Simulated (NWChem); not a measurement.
System: C$_{4}$H$_{8}$O; SMILES C=C(C)OC

```xyz
13

C      1.4416    -0.4546     0.0000
C      0.0990    -0.4755     0.0000
C     -0.7270    -1.7203     0.0000
O     -0.6985     0.6151     0.0000
C     -0.0958     1.8775     0.0000
H      1.9904    -1.3963     0.0000
H      2.0245     0.4665     0.0000
H     -1.3818    -1.7407     0.8854
H     -1.3818    -1.7407    -0.8854
H     -0.0970    -2.6181     0.0000
H     -0.9051     2.6191     0.0000
H      0.5324     2.0284    -0.8962
H      0.5324     2.0284     0.8962
```
Atoms are numbered in this order, from 1.

All runs: NWChem. Pople sets run with spherical d functions. All runs use the structure optimised with PBE0/def2-SVP. No frequency run checked for a minimum. Level: PBE/6-31G* with COSMO at NWChem's default radii, gas-phase geometry; the question gives the dielectric constant.

**Question.** Predict the results for dielectric constant 25.0. Quantities: electrostatic solvation energy (kcal/mol); dipole in solution (D).

**Answer.** 
```
Item                                       Value
-----------------------------------------  -----
electrostatic solvation energy (kcal/mol)   -2.7
dipole in solution (D)                      0.67
```
